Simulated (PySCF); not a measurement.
C₄H₇FSi, SMILES C(/C=C)=C/[SiH2]F.

The structure is a stationary point at PBE-D3(BJ)/def2-SVP. The structure was generated by enumeration; whether it is a known compound was not checked. The values are those of a single conformer.

Method: PySCF with PBE-D3(BJ)/def2-SVP.

Frequencies are harmonic and unscaled.

A small imaginary wavenumber (i) marks a very flat motion, where grid noise or a shallow saddle decides the sign.

Computed harmonic wavenumbers and intensities:
| mode | ν (cm⁻¹) | IR (km/mol) | moving atoms (share of kinetic energy) |
|---|---|---|---|
| 1 | 23i | 1.1 | F 40 %, Si 22 %, H 20 %, C 18 % |
| 2 | 101 | 0.9 | C 47 %, F 20 %, Si 18 %, H 16 % |
| 3 | 127 | 0.4 | C 54 %, H 44 % |
| 4 | 225 | 3.9 | F 46 %, Si 24 %, C 22 %, H 8 % |
| 5 | 290 | 0.5 | C 56 %, H 43 % |
| 6 | 319 | 3.0 | C 59 %, H 29 %, Si 8 % |
| 7 | 544 | 0.2 | H 90 % |
| 8 | 585 | 0.4 | C 75 %, H 20 % |
| 9 | 664 | 94.8 | H 64 %, C 23 %, Si 12 % |
| 10 | 697 | 2.3 | H 91 % |
| 11 | 701 | 32.9 | C 59 %, Si 25 %, H 15 % |
| 12 | 770 | 21.0 | H 65 %, C 34 % |
| 13 | 834 | 14.1 | F 48 %, H 34 %, Si 17 % |
| 14 | 895 | 370.6 | H 68 %, Si 20 %, F 9 % |
| 15 | 900 | 37.6 | H 73 %, C 27 % |
| 16 | 906 | 9.5 | H 66 %, C 34 % |
| 17 | 934 | 102.1 | H 81 %, Si 14 % |
| 18 | 955 | 2.4 | H 74 %, C 26 % |
| 19 | 1005 | 9.6 | H 87 %, C 13 % |
| 20 | 1068 | 12.1 | H 77 %, C 22 % |
| 21 | 1208 | 0.5 | H 66 %, C 34 % |
| 22 | 1268 | 3.5 | H 77 %, C 23 % |
| 23 | 1304 | 9.1 | H 69 %, C 31 % |
| 24 | 1386 | 0.0 | H 73 %, C 27 % |
| 25 | 1589 | 44.8 | C 92 % |
| 26 | 1653 | 5.2 | C 89 %, H 11 % |
| 27 | 2163 | 74.3 | H 98 % |
| 28 | 2164 | 136.1 | H 96 % |
| 29 | 3051 | 0.8 | H 92 % |
| 30 | 3061 | 21.0 | H 92 % |
| 31 | 3077 | 1.1 | H 94 % |
| 32 | 3085 | 3.0 | H 92 %, C 8 % |
| 33 | 3180 | 4.3 | H 89 %, C 11 % |
